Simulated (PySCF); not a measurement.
**GaC: from constants to spectrum**

PBE0 constants of GaC, ⁴Σ⁻ (quartet), unpaired electrons σ ↑, π ↑↑ (PySCF, scalar-relativistic core potentials, basis sets Ga cc-pVTZ-PP with ECP10, C cc-pVTZ; masses 68.9256 and 12.0000 u):

* ωe: 542.9 cm⁻¹
* ωexe: 3.3 cm⁻¹
* Be: 0.412 cm⁻¹
* αe: 0.00381 cm⁻¹
* De to Ga + C: 3.28 eV

Problem. What force constant and bond length do these constants imply?

Solution. Reduced mass μred = 10.221 u; k = 5.8918×10⁻⁷·μred·ωe² (u, cm⁻¹, mdyn/Å) = 1.77 mdyn/Å; Re = √(16.8576/(μred·Be)) (u, cm⁻¹, Å) = 2.001 Å.

Problem. Estimate the centrifugal constant D from the Kratzer relation and find the Dunham coefficient a1.

Solution. D = 4Be³/ωe² = 9.49e-07 cm⁻¹; a1 = −1 − αeωe/(6Be²) = -3.03.

Spin–orbit coupling is left out. The state was picked by a PBE0 search and need not be the measured ground state.
